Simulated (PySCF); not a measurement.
# [Ge4]4-, charge -4

Cartesian coordinates in Å; atom numbers follow the order of the lines, from 1:
```xyz
4

Ge   -0.146   -0.652   -1.434
Ge   -0.827    1.347    0.056
Ge   -0.552   -1.005    1.089
Ge    1.525    0.309    0.289
```

Total charge -4.

Computed, not measured: PySCF, GIAO BP86/def2-SVP magnetisability, rotational g tensor and spin-rotation constants, non-relativistic, gas phase. Geometry: GFN2-xTB.

The calculation is non-relativistic, which matters for the atoms heavier than Zn. For an ion the centre-of-mass motion in the field is neglected. The highest occupied orbital is unbound at this level, so the values depend on the basis.

Give the nuclear spin-rotation constants along the inertial axes (H = +C I·J) beside the isotropic shieldings.

Rotational constants 1.0264, 1.0236, 1.0232 GHz. A star marks the isotopologue with that one atom substituted, in its own axes.
```
atom  isotope  Caa (kHz)  Cbb (kHz)  Ccc (kHz)  mean (kHz)  σ (ppm)
 Ge1    73Ge*     -0.009     -0.009     -0.136      -0.051   2533.8
```
Where two moments of inertia are equal or nearly so, the constants along those axes are given as their average.
For the geometry as given, no vibrational averaging.
